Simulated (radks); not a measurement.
Question: Kr10+, 26 electrons, occupied as [Ar] 3d8 (the NIST ground configuration). All-electron calculation, scalar-relativistic Kohn-Sham, BLYP, spin-unpolarised, spherical densities, point nucleus. Program: a radial shooting solver on a logarithmic mesh with Libxc functionals. Some entries of the table are withheld. Estimate them.

orbital  occ.  eigenvalue (hartree)  r(max) (bohr)  <1/r> (bohr^-1)
1s          2             -528.8619        0.02708            36.77
2s          2             -76.88225            (1)              (2)
2p          6             -68.97097         0.1233            7.991
3s          2             -17.43386         0.4614            2.774
3p          6             -14.88983         0.4555            2.637
3d          8             -10.71024         0.3965              (3)

Answer: 
(1) 2s r(max) (bohr): 0.1542
(2) 2s <1/r> (bohr^-1): 8.170
(3) 3d <1/r> (bohr^-1): 2.416
